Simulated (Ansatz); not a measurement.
```yaml
crystal:
  periodic: [false, false, false]
  atoms:
    - {symbol: F, position_ang: [-0.953704, 3.413225, 3.855655]}
    - {symbol: C, position_ang: [-0.432097, 1.545688, 1.731072]}
    - {symbol: C, position_ang: [1.633951, -0.547986, 1.429797]}
    - {symbol: Si, position_ang: [-0.225060, -1.130556, -2.073067]}
    - {symbol: O, position_ang: [-2.277415, 1.728686, -0.580614]}
    - {symbol: H, position_ang: [3.367376, -1.171640, 2.911139]}
    - {symbol: H, position_ang: [1.177333, -0.202755, -4.860642]}
    - {symbol: H, position_ang: [-2.087762, -3.760061, -2.535657]}
basis:
  gaussian: {orbitals: x2c-TZVPPall}
hamiltonian: {xc: {name: wB97X}}
scf: {lower_state_search: full}
output: {forces: true}
```

```sh
$ ansatz run in.yaml --threads 2 --pin off --events-out ev --progress --plain --max-ram 4352MiB
```

It prints (some lines left out):

```
Functional definition: wB97X
1146 factors; their error is unknown
247 factors; integrals over basis functions are off by at most 3.6e-5 eV
mean field evaluation 1: about -14691.0530 eV, gradient 1.1e2 eV
mean field evaluation 2: about -13787.9741 eV, gradient 3.2e2 eV
mean field evaluation 4: about -14294.7726 eV, gradient 1.8e2 eV
mean field evaluation 8: about -14737.5600 eV, gradient 4.8e1 eV
mean field evaluation 16: about -14745.4742 eV, gradient 1.2e-2 eV
mean field -14745.47415897 eV, -541.8861805008 hartree, gradient 5.7e-7 eV, S^2 0.000000; 8 other end points of the search recorded, 0 dependent functions left out
reference -14745.47411072 eV, -541.8861787276 hartree; 23, 23 occupied and 185, 185 virtual orbitals, 1146 factors
Total energy: -14745.47411072 eV, -541.8861787276 hartree
Relativity: scalar
Atom 0 at    -0.953704     3.413225     3.855655 Å, force     0.514075    -1.503363    -1.578005 eV/Å
Atom 1 at    -0.432097     1.545688     1.731072 Å, force     0.266240     0.274895     0.794676 eV/Å
Atom 2 at     1.633951    -0.547986     1.429797 Å, force     0.856363     0.346959     1.734465 eV/Å
Atom 3 at    -0.225060    -1.130556    -2.073067 Å, force    -0.242537    -0.815644    -1.588499 eV/Å
Atom 4 at    -2.277415     1.728686    -0.580614 Å, force     0.564673    -0.151090     0.561875 eV/Å
Atom 5 at     3.367376    -1.171640     2.911139 Å, force    -2.189340     0.912313    -1.680205 eV/Å
Atom 6 at     1.177333    -0.202755    -4.860642 Å, force    -0.824344    -0.555736     1.546901 eV/Å
Atom 7 at    -2.087762    -3.760061    -2.535657 Å, force     1.054870     1.491667     0.208791 eV/Å
Dipole moment:     1.287461    -1.252138    -0.107339 e Å
```

Problem. Something in this input is off. What?

Solution. The geometry is stretched to more than twice its size. Self-consistency was reached. The result belongs to that input, not to the molecule as meant.
